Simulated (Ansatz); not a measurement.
`C[CH]1[AlH][AlH]1` + H₂ → `[CH2]1[AlH][AlH]1` + CH₄ at 700 K and 1 bar (hydrogenolysis of a C–C bond).

Program: Ansatz. Geometries: PBE0-D4/def2-TZVP. ΔE: electronic, gas phase. CCSD(T)/CBS adds triple-zeta CCSD(T) − MP2 to the extrapolated MP2 energy (def2 sets, frozen cores). This one scheme is used for every species.

```csv
species,CCSD(T)/CBS energy (Eh),H − E (kJ/mol),S (J/(mol·K))
`C[CH]1[AlH][AlH]1`,-563.66904,247.1,456.8
H₂,-1.17544,46.8,155.3
`[CH2]1[AlH][AlH]1`,-524.41301,155.3,390.1
CH₄,-40.46206,145.9,224.0
```

H − E and S are ideal-gas, rigid-rotor, harmonic terms from PBE0-D4/def2-TZVP, for one conformer and one mirror image of each species. For small species the MP2-based limit differs from directly extrapolated CCSD(T) by up to some mEh (0.8 for H₂); such offsets cancel only in part. 1 Eh = 2625.50 kJ/mol, R = 8.31446 J/(mol·K).

By hand: ΔE, ΔH, ΔS and ΔG.

ΔE = (-524.41301) + (-40.46206) − (-563.66904) − (-1.17544) = -0.03059 Eh = -80.3 kJ/mol. Δ(H − E) = 155.3 + 145.9 − 247.1 − 46.8 = 7.3, so ΔH = -73.0 kJ/mol. ΔS = 390.1 + 224.0 − 456.8 − 155.3 = 2.0 J/(mol·K). ΔG = -73.0 − 700 × (2.0)/1000 = -74.4 kJ/mol.

By hand: the equilibrium constant, and the temperature at which ΔG would vanish if ΔH and ΔS stayed fixed.

log₁₀ K = −ΔG/(RT ln 10) = 5.6. ΔH and −TΔS have one sign here, so there is no such temperature.

The number of gas molecules stays the same, so ΔS is small and ΔH decides. A doubt of 5 kJ/mol in ΔE shifts log₁₀ K by 0.4 here. Other conformers and mirror images would add mixing entropy, several J/(mol·K) or more a flexible species. Modes under 60 cm⁻¹, often nearly free rotors, make the harmonic entropy too high. These are equilibria of isolated gas molecules and say nothing of rates. Largest T1 diagnostic: 0.014 (customary marks: 0.02 for closed shells, 0.045 for open ones).

ΔS is within the doubt of such terms, so its sign, and with it that verdict, could turn.
